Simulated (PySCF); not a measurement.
# Peak assignment

Molfile (atoms numbered from 1):
```
C5H6FNSi
     RDKit          3D

 14 13  0  0  0  0  0  0  0  0999 V2000
    2.6811    1.0149    0.6218 C   0  0  0  0  0  0  0  0  0  0  0  0
    1.3963    0.3621    0.5125 C   0  0  0  0  0  0  0  0  0  0  0  0
    0.3270   -0.1748    0.4406 C   0  0  0  0  0  0  0  0  0  0  0  0
   -0.9639   -0.8300    0.3128 C   0  0  2  0  0  0  0  0  0  0  0  0
   -0.7906   -2.0935   -0.3473 C   0  0  0  0  0  0  0  0  0  0  0  0
   -0.6508   -3.0886   -0.8940 N   0  0  0  0  0  0  0  0  0  0  0  0
   -2.1859    0.2845   -0.6733 Si  0  0  0  0  0  4  0  0  0  0  0  0
   -2.3946    1.5822    0.2555 F   0  0  0  0  0  0  0  0  0  0  0  0
    3.4194    0.4779    0.0269 H   0  0  0  0  0  0  0  0  0  0  0  0
    2.6095    2.0398    0.2583 H   0  0  0  0  0  0  0  0  0  0  0  0
    3.0067    1.0294    1.6616 H   0  0  0  0  0  0  0  0  0  0  0  0
   -1.3760   -1.0179    1.3125 H   0  0  0  0  0  0  0  0  0  0  0  0
   -3.4895   -0.3492   -0.7643 H   0  0  0  0  0  0  0  0  0  0  0  0
   -1.5895    0.7625   -1.9057 H   0  0  0  0  0  0  0  0  0  0  0  0
  1  2  1  0
  2  3  3  0
  3  4  1  0
  4  5  1  0
  5  6  3  0
  4  7  1  0
  7  8  1  0
  1  9  1  0
  1 10  1  0
  1 11  1  0
  4 12  1  1
  7 13  1  0
  7 14  1  0
M  END
```

PySCF 2.14.0 with density-fitted response routines calculation with GIAO PBE0/pcSseg-1 shieldings and GFN2-xTB geometry; single conformer, rapidly exchanging positions averaged, relativity neglected, no solvent.

Referencing at the same level of theory: TMS for ¹³C (σref 186.93) and ¹H (σref 31.72).

Problem. Assign these signals to the numbered atoms. ¹³C{¹H} NMR (computed): δ 118.0, 89.5, 73.8, 9.5, 4.8.

Solution. 
```tsv
δ (ppm)	atoms	environment	reason
118.0	C5	nitrile carbon	C≡N carbons fall here, among the sp2 signals but without a proton
89.5	C2	alkyne carbon	sp carbons lie upfield of alkene carbons because the cylindrical π system leaves one tensor component strongly shielded
73.8	C3	alkyne carbon	–
9.5	C4	sp3 CH bonded to Si, α to a nitrile	an electropositive neighbour leaves it electron-rich and shielded
4.8	C1	propargylic methyl carbon	a saturated carbon with 1 carbon neighbour and no heteroatom attached
```

Problem. Assign these signals to the numbered atoms. ¹H NMR (400 MHz, computed): δ 5.13 (m, 1H), 5.07 (m, 1H), 3.20 (m, 1H), 2.12 (s, 3H).

Solution. 
| δ (ppm) | atoms | environment | reason |
| --- | --- | --- | --- |
| 5.13 | H13 | hydrogen on a silicon bonded to C, F | – |
| 5.07 | H14 | hydrogen on a silicon bonded to C, F | – |
| 3.20 | H12 | hydrogen on an sp3 CH bonded to Si, α to a nitrile | – |
| 2.12 | H9/H10/H11 | hydrogen on a propargylic methyl carbon | – |

H13 and H14 lie closer than the usual error of such a calculation, so a measured spectrum could show them in the other order.

Splittings by ¹⁹F in the carbon and heteronuclear signals aren't shown, as no couplings were computed. Shifts are as computed. Against solution values, carbons near 30 ppm lie about +3 ppm off and those near 130 ppm about +5 ppm. Of 1211 compounds with measured shifts, 218 miss one by over three times the rms of a fit or turn the order of signals round; such compounds aren't used in these exercises. Multiplicities follow the n + 1 count of equivalent neighbours, as no J values were calculated; m marks all less simple cases, F and P coupling included.
